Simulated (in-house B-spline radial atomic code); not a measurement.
**Ionising Ca3+ with different functionals**

Computed with a B-spline radial code for spherical atoms: four-component Dirac-Coulomb Hamiltonian, Fermi nucleus of rms radius 3.4776 fm, spin-restricted, spherical fractional occupations for the functionals. The ionisation energy is the difference of two self-consistent energies, [Ne] 3s2 3p5 → [Ne] 3s2 3p4, without Breit or QED terms; ε is the level of the shell that loses the electron (mean over j). The electron is taken from both j subshells in proportion to 2j + 1, so the result is a j average, not the step between ground levels.

Hybrids are left out here: with spherical fractional occupations of an open shell their exact exchange keeps a self-interaction that integer-occupation calculations don't have.

```json
{"method": "LDA VWN5", "rung": "LDA", "ΔSCF (eV)": "68.49", "-ε(3p) (eV)": "59.71"}
{"method": "relativistic LDA", "rung": "LDA", "ΔSCF (eV)": "68.48", "-ε(3p) (eV)": "59.70"}
{"method": "LDA PW92", "rung": "LDA", "ΔSCF (eV)": "68.48", "-ε(3p) (eV)": "59.71"}
{"method": "LDA exchange-only", "rung": "LDA", "ΔSCF (eV)": "66.76", "-ε(3p) (eV)": "58.01"}
{"method": "PBE", "rung": "GGA", "ΔSCF (eV)": "68.44", "-ε(3p) (eV)": "59.66"}
{"method": "PBEsol", "rung": "GGA", "ΔSCF (eV)": "68.35", "-ε(3p) (eV)": "59.58"}
{"method": "BLYP", "rung": "GGA", "ΔSCF (eV)": "68.29", "-ε(3p) (eV)": "59.51"}
{"method": "RPBE", "rung": "GGA", "ΔSCF (eV)": "68.43", "-ε(3p) (eV)": "59.65"}
{"method": "PW91", "rung": "GGA", "ΔSCF (eV)": "?", "-ε(3p) (eV)": "?"}
{"method": "BP86", "rung": "GGA", "ΔSCF (eV)": "68.52", "-ε(3p) (eV)": "59.74"}
{"method": "AM05", "rung": "GGA", "ΔSCF (eV)": "?", "-ε(3p) (eV)": "?"}
{"method": "OLYP", "rung": "GGA", "ΔSCF (eV)": "68.63", "-ε(3p) (eV)": "59.84"}
```

(1) What does PW91 give?

(2) What does AM05 give?

(3) How do they compare with the NIST value?

Results:

(1) ΔSCF 68.53 eV, and -ε(3p) = 59.75 eV.

(2) ΔSCF 68.34 eV, and -ε(3p) = 59.56 eV.

(3) NIST lists 67.273 eV ± 0.0021 (semi-empirical, ground level to ground level). Errors run from -0.51 to +1.35 eV. The correlated functionals all miss on the same side by more than they spread, so the cause is common to them (Breit-QED terms, spin polarisation, the choice among j levels, multiplet and fine-structure energies, or a listed next ion that isn't the cheapest removal here) and closeness doesn't rank the functionals.
